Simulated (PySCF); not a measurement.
# Two-component Hartree-Fock for Er³⁰⁺ (erbium, charge +30)

Start: [Kr] 4d2; 4d3/2 filled at m_j = +1/2, +3/2. Calculated with PySCF 2.14 in an uncontracted even-tempered set (17 s from 2.8 bohr⁻², ratio 2.8; 14 p from 3.6 bohr⁻², ratio 2.8; 9 d from 3.6 bohr⁻², ratio 2.8; 3 f from 13 bohr⁻², ratio 3): generalised Hartree-Fock with the X2C-1e Hamiltonian and a Gaussian nucleus; one run each with spin-orbit coupling (SO) switched off, then screened by Boettger's factors.

```
spinor shell  electrons  ε, spin-free (eV)  ε, screened SO (eV)  weight of nominal j (screened SO)  rms radius, screened SO (bohr)
       1s1/2          2           -58894.5             -58880.7                              1.000                          0.0231
       2s1/2          2           -10954.9             -10950.1                              1.000                          0.0935
       2p1/2          2            -9816.2             -10466.8                              1.000                          0.0798
       2p3/2          4            -9816.2              -9542.2                              1.000                          0.0866
       3s1/2          2            -3348.1              -3346.3                              1.000                           0.238
       3p1/2          2            -2994.1              -3135.4                              1.000                           0.229
       3p3/2          4            -2994.1              -2933.1                              1.000                           0.242
       3d3/2          4            -2553.3              -2580.1                              1.000                           0.215
       4s1/2          2            -1429.2              -1428.5                              1.000                           0.501
       4p1/2          2            -1292.6              -1338.8                              0.998                           0.506
       4p3/2          4            -1292.6              -1272.0                              0.999                           0.532
       4d3/2          2            -1137.1              -1142.8                              0.994                           0.520
```

Where does 3d5/2 lie, and what is the 3d spin-orbit splitting (screened SO)?

At -2533.4 eV, 46.742 eV above 3d3/2.

| quantity | spin-free | screened SO |
| --- | --- | --- |
| E (hartree) | -12614.04385 | -12625.47390 |
| M_J | 2 | 2 |
| ⟨J²⟩ | 8.002 | 6.039 |
| ⟨L²⟩ | 12.002 | 10.369 |
| ⟨S²⟩ | 2.000 | 1.584 |

Each row is a mean over spinors that exchange with the open shell spreads, by up to 14.902 eV (4p1/2).

Breit and QED terms are absent; they matter most for the inner s and p1/2 levels.

Densities and radii are taken from the X2C orbitals without a picture-change correction, which distorts them close to the nucleus.

Without spin-orbit coupling the j labels of p, d and f shells carry no meaning; the spin-free column gives the mean over the occupied spinors of each nl shell, and its ⟨J²⟩ belongs to a mixture of degenerate components.
